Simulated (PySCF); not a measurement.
**TDDFT excited states: C8H21GeN3**

Compound: Ge(vinyl)(NMe2)3, C8H21GeN3.
SMILES: `C=[CH][Ge]([N](C)C)([N](C)C)[N](C)C`

Computed with TDDFT PBE0/def2-SVPD, vertical, gas phase, core orbitals frozen in the response in PySCF. The structure is a single PBE0-D3(BJ)/def2-SVP conformer in the gas phase; no vibrational or solvent corrections. Relativistic effects, spin–orbit coupling among them, are left out although an element past zinc is present.

| state | λ (nm) | E (eV) | f | \|μ\| (D) | main configurations (H = HOMO, L = LUMO) |
| --- | --- | --- | --- | --- | --- |
| S1 | 273.2 | 4.54 | 0.0050 | 0.54 | H→L (82%), H-1→L (17%) |
| S2 | 268.0 | 4.63 | 0.0009 | 0.23 | H-1→L (83%), H→L (16%) |
| S3 | 256.4 | 4.83 | 0.016 | 0.93 | H-2→L (98%) |
| S4 | 227.6 | 5.45 | 0.013 | 0.79 | H→L+1 (87%) |
| S5 | 225.9 | 5.49 | 0.0064 | 0.56 | H-1→L+1 (83%) |
| S6 | 219.5 | 5.65 | 0.012 | 0.76 | H-2→L+1 (80%), H→L+4 (10%) |
| S7 | 205.1 | 6.04 | 0.0065 | 0.53 | H→L+2 (85%) |
| S8 | 202.4 | 6.12 | 0.012 | 0.71 | H-1→L+2 (79%) |
| S9 | 201.7 | 6.15 | 0.0080 | 0.58 | H→L+3 (84%) |
| S10 | 199.4 | 6.22 | 0.0019 | 0.29 | H→L+4 (59%), H-1→L+4 (19%) |
| S11 | 198.2 | 6.25 | 0.045 | 1.38 | H-1→L+3 (40%), H-1→L+4 (29%), H-2→L+2 (12%) |
| S12 | 198.1 | 6.26 | 0.0022 | 0.30 | H-1→L+3 (42%), H-1→L+4 (32%), H→L+4 (10%) |
| S13 | 197.5 | 6.28 | 0.015 | 0.78 | H-2→L+2 (68%) |
| S14 | 194.4 | 6.38 | 0.0049 | 0.45 | H-2→L+3 (79%) |
| S15 | 192.7 | 6.43 | 0.023 | 0.97 | H-2→L+4 (73%), H-2→L+3 (10%) |

Triplets, Tamm–Dancoff:

```json
{"state": "T1", "E (eV)": "4.21", "λ (nm)": "294.4", "main configurations (H = HOMO, L = LUMO)": "H-3→L (74%), H→L (13%)"}
{"state": "T2", "E (eV)": "4.41", "λ (nm)": "280.8", "main configurations (H = HOMO, L = LUMO)": "H→L (73%), H-1→L (15%), H-3→L (9%)"}
{"state": "T3", "E (eV)": "4.60", "λ (nm)": "269.8", "main configurations (H = HOMO, L = LUMO)": "H-1→L (82%), H→L (11%)"}
{"state": "T4", "E (eV)": "4.77", "λ (nm)": "260.0", "main configurations (H = HOMO, L = LUMO)": "H-2→L (86%), H-3→L (10%)"}
```

The lowest singlet comes at 273 nm (438 kJ/mol) in the ultraviolet; it is weak; its leading configuration is HOMO→LUMO (82%). The most intense listed level is S11 at 6.25 eV (198 nm, f = 0.045), 1.72 eV above S1. S11/S12 lie within about 0.01 eV of each other. Löwdin shares by element: HOMO nitrogen 59%, carbon 5% or more (atoms not listed hold the other 37%); LUMO carbon 72% or more, germanium 6%, hydrogen 6% or more (atoms not listed hold the other 17%). Weighted by f, the mean energy of these states is 5.94 eV. Orbital energies (eV): HOMO-3 -8.01, HOMO-2 -6.12, HOMO-1 -5.97, HOMO -5.89, LUMO -0.31, LUMO+1 0.56, LUMO+2 1.04. Of the 15 states listed, 7 reach f = 0.01 and none stays under 0.0005. Singlets were solved by full linear response, triplets in the Tamm–Dancoff approximation.
